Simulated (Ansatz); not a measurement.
`O[SiH2][CH2][GeH3]` + `CSCN` → `NC[S][GeH3]` + `CC[SiH2]O`  (formal exchange of groups at a Ge–C bond)

Gas-phase electronic energies from Ansatz, PBE0-D4/def2-TZVP geometries. CCSD(T)/CBS adds triple-zeta CCSD(T) − MP2 to the extrapolated MP2 energy (def2 sets, frozen cores). Functionals use def2-TZVPP. For Ge outer-core shells are correlated without core-valence functions, which leaves a few kJ/mol of doubt a bond. Scalar relativity is left out up to krypton. One conformer a species, not always the lowest.

| level | ΔE (eV) |
| --- | --- |
| r2SCAN-D4 | -0.44 |
| revPBE | -0.42 |
| PBE0 | -0.46 |
| r2SCAN0 | -0.46 |
| RPA@PBE/def2-TZVPP | -0.44 |
| HF/def2-SVP | -0.62 |
| CCSD(T)/def2-SVP | -0.59 |
| CCSD(T)/def2-TZVPP | -0.44 |

Question: What does CCSD(T)/CBS give? (Estimate.)

Answer: Computed: -0.43 eV. The listed levels differ from it by -0.01, 0.01, -0.03, -0.03, -0.01, -0.19, -0.16, -0.01 eV.

Largest T1 diagnostic among the species: 0.011.

From BLYP to BHLYP (50 % exact exchange), in def2-TZVPP and without D4, ΔE moves by −0.06 eV. At CCSD(T), def2-SVP lies −0.16 eV from the extrapolated value and def2-TZVPP −0.01 eV.
